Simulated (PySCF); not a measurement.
Peak assignment

Geometry (Å), atoms numbered from 1 in this order:
```xyz
16

N     4.2484   -1.5321    0.6905
C     3.7421   -0.6351    0.1974
C     3.0857    0.4979   -0.4183
C     1.6461    0.3658   -0.2785
C     0.4654    0.1888   -0.1481
N    -0.8556    0.0486   -0.0049
C    -1.4954   -0.2442    1.1696
C    -2.8348   -0.2989    0.9197
C    -3.0197   -0.0295   -0.4563
C    -1.7867    0.1797   -1.0000
H     3.3570    0.5316   -1.4789
H     3.4350    1.4166    0.0665
H    -0.9416   -0.3900    2.0762
H    -3.6043   -0.5077    1.6361
H    -3.9557    0.0055   -0.9775
H    -1.4936    0.4119   -2.0050
```

Theory: geometry from GFN2-xTB, NMR shieldings at PBE0/pcSseg-1/GIAO, in PySCF 2.14.0 with density-fitted response routines (a single conformation, gas phase, rapidly exchanging positions averaged, non-relativistic).

Scale: ¹³C (σref 186.93), ¹H (σref 31.72) vs TMS (reference shieldings calculated alike).

(1) Assign these signals to the numbered atoms. ¹³C{¹H} NMR (computed): δ 128.2 (CH), 118.7 (C), 117.7 (CH), 84.4 (C), 62.0 (C), 8.9 (CH2).

(2) Assign these signals to the numbered atoms. ¹H NMR (600 MHz, computed): δ 6.93 (m, 2H), 6.49 (m, 2H), 3.46 (s, 2H).

Results:

(1) 
| δ (ppm) | atoms | environment | reason |
| --- | --- | --- | --- |
| 128.2 | C7/C10 | aromatic CH next to a ring nitrogen | – |
| 118.7 | C2 | nitrile carbon | C≡N carbons fall here, among the sp2 signals but without a proton |
| 117.7 | C8/C9 | aromatic CH | – |
| 84.4 | C5 | alkyne carbon | the triple bond shields along its axis, which puts it between sp3 and sp2 carbons |
| 62.0 | C4 | alkyne carbon | – |
| 8.9 | C3 | sp3 CH2 α to a nitrile | saturated and bonded to C and H only |

C2 and C8/C9 lie closer than the usual error of such a calculation, so a measured spectrum could show them in the other order.

(2) 
6.93 → H13/H16, hydrogen on an aromatic CH next to a ring nitrogen: aromatic region
6.49 → H14/H15, hydrogen on an aromatic CH: it sits in the deshielding region of the aromatic ring current
3.46 → H11/H12, hydrogen on an sp3 CH2 α to a nitrile

Shifts are as computed. Against solution values, carbons near 30 ppm lie about +3 ppm off and those near 130 ppm about +5 ppm (rms about the fit 2.1 ppm; single classes can miss by 10 ppm). Of 1328 compounds with measured shifts, 309 miss one by over three times the rms of a fit or turn the order of signals round; such compounds aren't used in these exercises. Signals without a measured value on file couldn't be tested in this way; 1H shifts scatter by 0.2 ppm about their fit, and single ones miss by 0.5 ppm. No couplings were computed; multiplicities are counted from neighbouring protons, with m where these are inequivalent, close in shift, in a saturated or five-membered ring or joined by F or P, and br s for small geminal =CH2 splittings.
